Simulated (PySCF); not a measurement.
These 2 structures share the formula C5H9ClO. Level of theory: PySCF, PBE0-D3(BJ)/def2-SVP geometry optimisation, gas phase. Energies are electronic, without zero-point or thermal terms, for one conformer each. No frequencies were run at this level. Point groups hold within 0.08 Å.

Question: Rank from lowest to highest electronic energy at this level (kcal/mol).
A. `[Cl:1][CH2:2][CH2:3][O:4][CH:5]1[CH2:6][CH2:7]1` with Cl1–C2–C3–O4 177°, C2–C3–O4–C5 77°, C3–O4–C5–C6 -166°
B. `[CH3:1][CH2:2][CH2:3][CH2:4][C:5](=[O:6])[Cl:7]` with C1–C2–C3–C4 179°, C2–C3–C4–C5 180°, C3–C4–C5–O6 -1°

Answer: B (0.0), A (39.6).

As drawn, the lower has a C=O bond, which the higher lacks; the higher has a three-membered ring, which the lower lacks.

| SMILES | E (Eh) | E rel (kcal/mol) | dipole (D) | point group | A, B, C (MHz) |
| --- | --- | --- | --- | --- | --- |
| CCCCC(=O)Cl | -730.59217 | 0.0 | 2.90 | Cs | 6552, 776.2, 706.1 |
| ClCCOC1CC1 | -730.52903 | 39.6 | 1.67 | C1 | 6742, 872.6, 810.4 |

Question: How do the relative energies change in single points at PBE0/pcSseg-1 (no added dispersion term) on the same geometries?

Answer: 
```
     SMILES  PBE0-D3(BJ)/def2-SVP (kcal/mol)  PBE0/pcSseg-1 (kcal/mol)  shift
CCCCC(=O)Cl                              0.0                       0.0    0.0
 ClCCOC1CC1                             39.6                      40.2   +0.6
```

Each column counts from its own lowest isomer. The order is unchanged; the largest shift is 0.6 kcal/mol.
